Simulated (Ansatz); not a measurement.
C₂H₇GaOSi (`C=[CH][Ga]([OH])[SiH3]`). Charge 0, multiplicity 1. All single points use the PBE0-D4/def2-TZVP geometry. It is one conformer, not always the lowest.

```xyz
12

C     0.238    2.118    0.733
C    -0.702    1.201    0.959
Ga   -0.583   -0.569    0.140
O    -1.878   -1.766    0.479
Si    1.147   -1.375   -1.320
H     0.203    3.113    1.172
H     1.095    1.919    0.093
H    -1.531    1.472    1.611
H    -2.570   -1.447    1.062
H     0.578   -1.769   -2.638
H     2.184   -0.334   -1.562
H     1.820   -2.563   -0.728
```

Q: What is the dipole moment at PBE/def2-TZVPP? (Best estimate.)

A: The calculation gave: 2.06 D, with components (-0.18, 1.85, 0.89) D in this frame, pointing from negative to positive charge.

Q: And with r2SCAN, B3LYP, ωB97M-V? (Estimate.)

A: Computed: r2SCAN 2.12 D, B3LYP 2.15 D, ωB97M-V 2.13 D.

Q: Give the Mulliken charges with PBE, B3LYP, ωB97M-V in def2-TZVPP. (An estimate is asked.)

A: Ansatz gave: 
```csv
atom,PBE,B3LYP,ωB97M-V
C1,-0.17,-0.20,-0.18
C2,-0.19,-0.23,-0.27
Ga3,0.40,0.45,0.45
O4,-0.37,-0.41,-0.40
Si5,0.00,0.08,-0.01
H6,0.10,0.11,0.11
H7,0.09,0.10,0.09
H8,0.09,0.09,0.10
H9,0.17,0.16,0.15
H10,-0.03,-0.05,-0.01
H11,-0.04,-0.06,-0.02
H12,-0.03,-0.05,-0.01
```

B3LYP here is the variant with VWN-RPA as its local correlation; programs differ in this.
